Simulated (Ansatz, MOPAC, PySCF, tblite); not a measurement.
Interaction energy of H4O4Si ··· H3N (SMILES O[Si](O)(O)O and N). Monomers: optimised at B3LYP-D3(BJ) (def2-TZVP), held rigid. Orientation: a higher rigid-body minimum at GFN2-xTB. R is the distance of the centres of mass, along which the second monomer moves.

Geometry at R = 3.83 Å (first 9 atoms: monomer A):
```
13

O      0.7240     1.2020    -0.8400
Si     0.0002     0.0000     0.0001
O     -1.0581     0.7191     1.0186
O     -0.6546    -1.0097    -1.1072
O      0.9894    -0.9122     0.9295
H      0.9093     2.0181    -0.3689
H     -1.3610     0.2062     1.7720
H     -1.0312    -0.6123    -1.8963
H      1.4820    -1.6112     0.4922
N      1.1785     3.5456     0.5634
H      2.0838     3.6579     1.0051
H      0.9568     4.4207     0.1025
H      0.4969     3.4121     1.3016
```

Computed with: RHF/STO-3G = restricted Hartree-Fock/STO-3G, no counterpoise correction in PySCF; GFN2-xTB (tblite); PM6, restricted, heats of formation (MOPAC); CCSD(T)/aug-cc-pVDZ = Ansatz (a program for electronic structure) with CCSD(T) on RHF/aug-cc-pVDZ, frozen core, counterpoise-corrected.

Interaction energies in kcal/mol; the last columns give the difference from CCSD(T):

```json
[
 {"R / Å": "3.47", "RHF/STO-3G": "-0.23", "GFN2-xTB": "-2.20", "PM6": "2.29", "CCSD(T)/aug-cc-pVDZ": "-0.57", "RHF/STO-3G − CCSD(T)/aug-cc-pVDZ": "0.34", "GFN2-xTB − CCSD(T)/aug-cc-pVDZ": "-1.62", "PM6 − CCSD(T)/aug-cc-pVDZ": "2.87"},
 {"R / Å": "3.59", "RHF/STO-3G": "-4.20", "GFN2-xTB": "-4.97", "PM6": "-0.91", "CCSD(T)/aug-cc-pVDZ": "-4.34", "RHF/STO-3G − CCSD(T)/aug-cc-pVDZ": "0.14", "GFN2-xTB − CCSD(T)/aug-cc-pVDZ": "-0.63", "PM6 − CCSD(T)/aug-cc-pVDZ": "3.43"},
 {"R / Å": "3.83", "RHF/STO-3G": "-6.75", "GFN2-xTB": "-6.36", "PM6": "-3.66", "CCSD(T)/aug-cc-pVDZ": "-7.34", "RHF/STO-3G − CCSD(T)/aug-cc-pVDZ": "0.59", "GFN2-xTB − CCSD(T)/aug-cc-pVDZ": "0.98", "PM6 − CCSD(T)/aug-cc-pVDZ": "3.68"},
 {"R / Å": "3.99", "RHF/STO-3G": "-6.46", "GFN2-xTB": "-5.92", "PM6": "-4.14", "CCSD(T)/aug-cc-pVDZ": "-7.54", "RHF/STO-3G − CCSD(T)/aug-cc-pVDZ": "1.09", "GFN2-xTB − CCSD(T)/aug-cc-pVDZ": "1.62", "PM6 − CCSD(T)/aug-cc-pVDZ": "3.40"},
 {"R / Å": "4.22", "RHF/STO-3G": "-5.16", "GFN2-xTB": "-4.81", "PM6": "-4.06", "CCSD(T)/aug-cc-pVDZ": "-6.81", "RHF/STO-3G − CCSD(T)/aug-cc-pVDZ": "1.65", "GFN2-xTB − CCSD(T)/aug-cc-pVDZ": "2.00", "PM6 − CCSD(T)/aug-cc-pVDZ": "2.75"},
 {"R / Å": "4.55", "RHF/STO-3G": "-3.26", "GFN2-xTB": "-3.35", "PM6": "-3.28", "CCSD(T)/aug-cc-pVDZ": "-5.15", "RHF/STO-3G − CCSD(T)/aug-cc-pVDZ": "1.90", "GFN2-xTB − CCSD(T)/aug-cc-pVDZ": "1.80", "PM6 − CCSD(T)/aug-cc-pVDZ": "1.88"},
 {"R / Å": "4.79", "RHF/STO-3G": "-2.28", "GFN2-xTB": "-2.59", "PM6": "-2.59", "CCSD(T)/aug-cc-pVDZ": "-4.02", "RHF/STO-3G − CCSD(T)/aug-cc-pVDZ": "1.74", "GFN2-xTB − CCSD(T)/aug-cc-pVDZ": "1.43", "PM6 − CCSD(T)/aug-cc-pVDZ": "1.43"},
 {"R / Å": "5.29", "RHF/STO-3G": "-1.15", "GFN2-xTB": "-1.57", "PM6": "-1.50", "CCSD(T)/aug-cc-pVDZ": "-2.31", "RHF/STO-3G − CCSD(T)/aug-cc-pVDZ": "1.16", "GFN2-xTB − CCSD(T)/aug-cc-pVDZ": "0.74", "PM6 − CCSD(T)/aug-cc-pVDZ": "0.81"},
 {"R / Å": "6.04", "RHF/STO-3G": "-0.52", "GFN2-xTB": "-0.80", "PM6": "-0.71", "CCSD(T)/aug-cc-pVDZ": "-1.03", "RHF/STO-3G − CCSD(T)/aug-cc-pVDZ": "0.52", "GFN2-xTB − CCSD(T)/aug-cc-pVDZ": "0.23", "PM6 − CCSD(T)/aug-cc-pVDZ": "0.32"},
 {"R / Å": "7.07", "RHF/STO-3G": "-0.21", "GFN2-xTB": "-0.36", "PM6": "-0.30", "CCSD(T)/aug-cc-pVDZ": "-0.40", "RHF/STO-3G − CCSD(T)/aug-cc-pVDZ": "0.19", "GFN2-xTB − CCSD(T)/aug-cc-pVDZ": "0.04", "PM6 − CCSD(T)/aug-cc-pVDZ": "0.10"},
 {"R / Å": "8.35", "RHF/STO-3G": "-0.09", "GFN2-xTB": "-0.16", "PM6": "-0.12", "CCSD(T)/aug-cc-pVDZ": "-0.15", "RHF/STO-3G − CCSD(T)/aug-cc-pVDZ": "0.07", "GFN2-xTB − CCSD(T)/aug-cc-pVDZ": "-0.01", "PM6 − CCSD(T)/aug-cc-pVDZ": "0.03"}
]
```

RHF/STO-3G is furthest from CCSD(T)/aug-cc-pVDZ at 4.55 (1.90 kcal/mol, above); its mean absolute difference over the points is 0.85 kcal/mol.

GFN2-xTB is furthest from CCSD(T)/aug-cc-pVDZ at 4.22 (2.00 kcal/mol, above); its mean absolute difference over the points is 1.01 kcal/mol.

PM6 is furthest from CCSD(T)/aug-cc-pVDZ at 3.83 (3.68 kcal/mol, above); its mean absolute difference over the points is 1.88 kcal/mol.
